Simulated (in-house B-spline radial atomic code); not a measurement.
RPA and G0W0 for Cs8+, [Kr] 4d10 5s1, highest spin, as one setting changes: the share of exact exchange in the PBE hybrid start. A dash marks a level of low quasi-particle weight. Computed with an all-electron radial atomic-structure program (B-spline basis): all electrons, scalar-relativistic (spin-free one-electron X2C), finite nucleus, each spin shell either full or empty, empty states to l = 9 with an (l + 1/2)⁻⁴ tail; G0W0 by contour deformation at full frequency.

```
share of exact exchange in the PBE hybrid start  mean-field level (eV)  G0W0 level (eV)  RPA correlation (Eh)
                                              0                -119.74    5s up -126.59               -3.8438
                                            0.1                      ?                ?                     ?
                                            0.2                -120.76    5s up -126.49               -3.7863
                                            0.3                -121.27    5s up -126.45               -3.7587
                                            0.4                -121.77    5s up -126.40               -3.7318
                                            0.5                -122.28    5s up -126.35               -3.7056
                                            0.6                -122.78    5s up -126.31                 -3.68
                                            0.7                -123.28    5s up -126.27                -3.655
                                            0.8                -123.78    5s up -126.22               -3.6306
                                            0.9                      ?                ?                     ?
                                              1                -124.78    5s up -126.14               -3.5833
```

Task: What belongs in the row for 0.1?

Result: mean-field level (eV): -120.25; G0W0 level (eV): 5s up -126.54; RPA correlation (Eh): -3.8146.

Task: What belongs in the row for 0.9?

Result: mean-field level (eV): -124.28; G0W0 level (eV): 5s up -126.18; RPA correlation (Eh): -3.6067.
